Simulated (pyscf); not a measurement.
PySCF, gas phase, ωB97X-D3(BJ)/def2-SVP geometries.

**Question.** What is the homolytic dissociation enthalpy (298 K, ωB97M-D3(BJ)/def2-TZVP) of the Mo–S bond of F–MoH(F)(F)(F)–S–SiH₃, to H₃Si–S• + [F–MoH(F)(F)–F]•?

**Answer.** Mo–S to H₃Si–S• + [F–MoH(F)(F)–F]•: 27.7 kcal/mol. The 7 functionals that were run give +26.2 (M06-2X) to +42.9 kcal/mol (PBE). The radicals are drawn with the spin at the cut bond; how far it spreads was not checked. Other isomers of H₃Si–S• were not searched in full and may lie lower. Open-shell species with a d-block atom are single-reference here; other states, and whether the spin sits on metal or ligand, were not checked. Elements past Kr carry the def2 core potentials, without spin-orbit coupling.
